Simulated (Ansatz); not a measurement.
Start from `[CH3][GeH]([Cl])[Cl]` and change one atom or group to get `[CH3][Ge]([Cl])([Cl])[Cl]`.

Ansatz, PBE0-D4/def2-TZVP geometries, multiplicity 1. 

Scalar relativity is left out up to krypton.

```csv
property,`[CH3][GeH]([Cl])[Cl]`
LUMO energy (ωB97M-V/def2-TZVPP) / eV,1.71
size of the dipole moment (B3LYP/def2-TZVPP) / D,2.69
HOMO–LUMO gap (ωB97M-V/def2-TZVPP) / eV,12.65
HOMO–LUMO gap (PBE0/def2-TZVPP) / eV,8.42
LUMO energy (B3LYP/def2-TZVPP) / eV,-0.62
HOMO energy (B3LYP/def2-TZVPP) / eV,-8.48
```

Problem. Give the same properties after the change, and the shifts. (An estimate is asked.)

Solution. Ansatz gave: 
```
                                        property  `[CH3][Ge]([Cl])([Cl])[Cl]`  shift
           LUMO energy (ωB97M-V/def2-TZVPP) / eV                         0.97  -0.74
size of the dipole moment (B3LYP/def2-TZVPP) / D                         2.64  -0.05
         HOMO–LUMO gap (ωB97M-V/def2-TZVPP) / eV                        12.38  -0.27
            HOMO–LUMO gap (PBE0/def2-TZVPP) / eV                         8.07  -0.35
             LUMO energy (B3LYP/def2-TZVPP) / eV                        -1.41  -0.79
             HOMO energy (B3LYP/def2-TZVPP) / eV                        -8.86  -0.38
```

With PBE0 the HOMO falls by 0.44 eV and the LUMO falls by 0.78 eV, so the gap narrows by about 0.34 eV. PBE moves the HOMO by -0.34 eV and ωB97M-V by -0.47 eV. Dipoles are sizes alone; their direction can turn.

B3LYP here is the variant with VWN-RPA as its local correlation; programs differ in this.
